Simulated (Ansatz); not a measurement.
One change: `OB(S)Cl` becomes `OB(S)[SiH2][SiH3]`.

Ansatz, PBE0-D4/def2-TZVP geometries, multiplicity 1. Each molecule was computed in one conformer, which needn't be the lowest.

```
                                      property  `OB(S)Cl`
           HOMO energy (B3LYP/def2-TZVPP) / eV      -7.67
size of the dipole moment (PBE/def2-TZVPP) / D       1.61
         HOMO energy (ωB97M-V/def2-TZVPP) / eV     -10.10
           LUMO energy (B3LYP/def2-TZVPP) / eV      -0.25
         HOMO–LUMO gap (B3LYP/def2-TZVPP) / eV       7.42
            HOMO energy (PBE0/def2-TZVPP) / eV      -7.93
```

(1) Give the same properties after the change, and the shifts. (Estimate.)

Results:

(1) Ansatz gave: 
```csv
property,`OB(S)[SiH2][SiH3]`,shift
HOMO energy (B3LYP/def2-TZVPP) / eV,-7.53,0.14
size of the dipole moment (PBE/def2-TZVPP) / D,1.20,-0.41
HOMO energy (ωB97M-V/def2-TZVPP) / eV,-9.75,0.35
LUMO energy (B3LYP/def2-TZVPP) / eV,-1.15,-0.90
HOMO–LUMO gap (B3LYP/def2-TZVPP) / eV,6.37,-1.05
HOMO energy (PBE0/def2-TZVPP) / eV,-7.73,0.20
```

With PBE0 the HOMO rises by 0.20 eV and the LUMO falls by 0.94 eV, so the gap narrows by about 1.14 eV. PBE moves the HOMO by 0.07 eV and ωB97M-V by 0.35 eV. Dipoles are sizes alone; their direction can turn.

B3LYP here is the variant with VWN-RPA as its local correlation; programs differ in this.
